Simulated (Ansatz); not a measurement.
C2H7AlTe (`[AlH2][CH2]C[TeH]`). The species carries charge 0 and has multiplicity 1. Te: def2 effective core potential. All single points use the PBE0-D4/def2-TZVP geometry. It is one conformer, not always the lowest.

```xyz
11

Al    1.973    0.259   -0.778
C     0.226    0.709    0.002
C    -0.695   -0.474    0.222
Te   -2.575    0.176    1.084
H     2.323   -1.252   -1.125
H     3.026    1.415   -1.056
H    -0.244    1.457   -0.652
H     0.414    1.242    0.944
H    -0.939   -0.985   -0.709
H    -0.271   -1.203    0.912
H    -3.237   -1.345    1.154
```

(1) What is the dipole moment at ωB97M-V/def2-TZVPP? (Best estimate.)

(2) And with PBE, r2SCAN, B3LYP? (Estimate.)

(3) Give the Mulliken charges with ωB97M-V, B3LYP, r2SCAN in def2-TZVPP. (Estimate.)

Results:

(1) Computed: 1.03 D, with components (0.93, -0.20, -0.41) D in this frame, pointing from negative to positive charge.

(2) Ansatz gave: PBE 1.06 D, r2SCAN 1.17 D, B3LYP 1.10 D.

(3) Ansatz gave: 
```tsv
atom	ωB97M-V	B3LYP	r2SCAN
Al1	0.42	0.44	0.51
C2	-0.44	-0.33	-0.31
C3	-0.36	-0.28	-0.18
Te4	0.04	0.05	-0.01
H5	-0.11	-0.14	-0.16
H6	-0.11	-0.14	-0.15
H7	0.13	0.10	0.07
H8	0.13	0.10	0.07
H9	0.16	0.13	0.10
H10	0.16	0.13	0.10
H11	-0.02	-0.05	-0.03
```

B3LYP here is the variant with VWN-RPA as its local correlation; programs differ in this.
